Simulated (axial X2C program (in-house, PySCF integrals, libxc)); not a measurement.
## Working with the constants of RbC

A bond curve at the CCSD(T) level, 2c, was computed with an in-house relativistic program for diatomic molecules (basis Rb dyall-cv3z [12s13p8d4f1g], C dyall-v3z [7s6p2d1f] (cores contracted in-house)) for the state Ω = 3/2 (⟨Sz⟩ = 1.50, ⟨Lz⟩ = 0.00 at HF). Its fit gives Re = 2.6480 Å, ωe = 327.8 cm⁻¹, ωexe = 1.77 cm⁻¹ and αe = 1.766e-03 cm⁻¹; the masses are 84.9118 and 12.0000 u. Two-component means X2C with spin–orbit coupling and atomic mean-field Coulomb and Gaunt terms.

Correlated methods: 13 electrons correlated (number of frozen shells: Rb 3 s, 2 p, 1 d; C 1 s), 233 virtual spin orbitals or spinors in MP2, 90 natural virtuals in coupled cluster.

Task: Find the reduced mass, Be and the force constant.

Result: From the CCSD(T) values: μ = 10.5141 u. Be = 16.8576/(μ Re²) = 0.2287 cm⁻¹. k = 5.8918×10⁻⁷ μ ωe² = 0.666 mdyn/Å.

Task: A Morse curve ties αe to the other constants (Pekeris). How well does that hold?

Result: αe(Morse) = 6Be²/ωe × (√(ωexe/Be) − 1) = 1.706e-03 cm⁻¹; the CCSD(T) curve gives 1.766e-03 cm⁻¹, a ratio of 0.97.

Task: Estimate De from a Morse curve and compare with the computed well depth of 1.984 eV to Rb + C.

Result: De(Morse) = ωe²/(4ωexe) = 1.882 eV against 1.984 eV computed, a ratio of 0.95. For De the Morse form works well here.

Task: Estimate the centrifugal constant by the Kratzer relation.

Result: D = 4Be³/ωe² = 4.45e-07 cm⁻¹.

Task: Where do the fundamental and the first overtone lie?

Result: ν(1←0) = ωe − 2ωexe = 324.3 cm⁻¹; ν(2←0) = 2ωe − 6ωexe = 645.0 cm⁻¹.

The state is a single determinant with fixed occupations, the lowest that a limited PBE0 search found. De is counted from the lowest determinant-based energies of the atoms at the same level, without counterpoise correction. CCSD and (T) use frozen natural virtuals with an MP2 correction for the truncation; (T) itself is uncorrected, so its De runs slightly low. In 2c an atomic determinant is not the ground J level, so De misses part of the atomic spin–orbit lowering. This holds for CCSD(T). With several unpaired electrons one determinant need not be a pure state. This is the top spin component of a Σ state; components of lower Ω are not single determinants and can lie lower.
